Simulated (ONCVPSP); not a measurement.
## Logarithmic derivatives: Tm, ONCV

ONCVPSP 4.0.1 input, shortened (lines: element, Z, core and valence counts, functional; n l f; lmax; l rc ep ncon nbas qcut; lloc lpopt rc5 dvloc0; l nproj debl; icmod fcfact rcfact), PBE, scalar-relativistic:

```
  Tm 69.00    9    4        4      upf
    1    0    2.00
    2    0    2.00
    2    1    6.00
    3    0    2.00
    3    1    6.00
    3    2   10.00
    4    0    2.00
    4    1    6.00
    4    2   10.00
    4    3   13.00
    5    0    2.00
    5    1    6.00
    6    0    2.00
    3
    0    1.65    0.00    4    8    7.80
    1    2.45    0.00    4    8    7.00
    2    2.50    0.37    3    6    3.70
    3    1.00    0.00    4    9   20.10
    3    5    1.00    0.00
    0    2    3.50
    1    2    1.10
    2    1    2.80
    3    0    3.80
    4    0.40    0.00
```

In the d channel the program set the typed energies aside and used 0.050 Ha.

The phase is arctan(r·R′/R) of the radial function R(r), unwrapped; energies in Ha, scanned from -3 to 5 Ha. A pole is an energy at which the radial function vanishes at the test radius. The pseudo phase is shifted by a multiple of π to meet the all-electron one at the reference energy, and phase errors are pseudo minus all-electron; the curves can meet again beyond the range given. Levels narrower than the energy grid can be missing from the lists of poles.

Problem. For each channel, where are the poles, and over which energies does the pseudopotential scatter like the atom?

Solution.

```
channel  radius (bohr)  reference energy (Ha)  poles, all-electron  poles, pseudo  unbroken range about the reference energy with phases within 0.05 rad  phase error 1 Ha above the reference energy (rad)
      s           1.68                  -0.14                -1.03          -1.03                                                        the whole range                                             -0.000
      p           2.49                  -0.99          -0.82, 3.01    -0.82, 2.96                                                              below 4.3                                             -0.000
      d           2.54                   0.05           0.62, 4.33           0.64                                                              below 1.3                                             +0.022
      f           1.02                  -0.11                 1.38           1.50                                                            -1.5 to 2.8                                             +0.010
```

Note: ghosts flagged at negative energy: s at -1086.0 eV, p at -395.5 eV, d at -203.7 eV; GHOST(+) flagged for s at 179.6 eV. A true bound ghost makes a file unfit for plane-wave use.

Phases in the f channel:

```csv
E (Ha),all-electron,pseudo
-2.98,0.882,0.915
-2.54,0.760,0.800
-2.10,0.574,0.621
-1.66,0.277,0.328
-1.22,-0.165,-0.124
-0.78,-0.646,-0.632
-0.34,-1.008,-1.007
0.10,-1.240,-1.239
0.54,-1.391,-1.385
0.98,-1.497,-1.485
1.42,-1.578,-1.559
1.86,-1.644,-1.617
2.30,-1.702,-1.666
2.74,-1.756,-1.709
3.18,-1.810,-1.748
3.62,-1.866,-1.786
4.06,-1.927,-1.824
4.50,-1.997,-1.863
4.94,-2.081,-1.905
```
